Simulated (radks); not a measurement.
Fractional charge and spin in the 4p shell of molybdenum: the spin-up occupation runs from 2 to 3 and the spin-down occupation from 2 to 3; the fullest corner is Mo+, [Ar] 3d10 4s2 4d(up 2.5, down 2.5) 4p(up 3, down 3). Calculated with a radial shooting solver on a logarithmic mesh with Libxc functionals: scalar-relativistic Kohn-Sham, PBE, spin-polarised, spherical densities, finite nucleus; Fermi nuclear charge, rms radius of each element as measured or else 0.836 A^(1/3) + 0.57 fm. Energy (eV) minus the two flat planes that join the four corners (they meet along the diagonal where the two added fractions sum to one electron); zero is where a piecewise linear energy would lie.

down \ up       2    2.25     2.5    2.75       3
2           0.000  -1.354  -1.792  -1.333   0.000
2.25       -1.354  -1.724  -1.199   0.199  -1.197
2.5        -1.792  -1.199   0.265  -1.066  -1.575
2.75       -1.333   0.199  -1.066  -1.510  -1.165
3           0.000  -1.197  -1.575  -1.165   0.000

Corners above the fullest one (they belong to Mo2+ and the next ion): (up 3, down 2) 51.385 eV, (up 2, down 3) 51.385 eV, (up 2, down 2) 117.35 eV. With half an added electron in each spin the energy lies 0.265 eV from the planes, and with half an added electron in spin up alone -1.792 eV. The planes are only a guide here: the flat-plane condition holds for ground states with one frontier orbital, while this shell lies below other occupied shells, so the corners above the fullest one are inner-hole states and not the ground states of those ions.
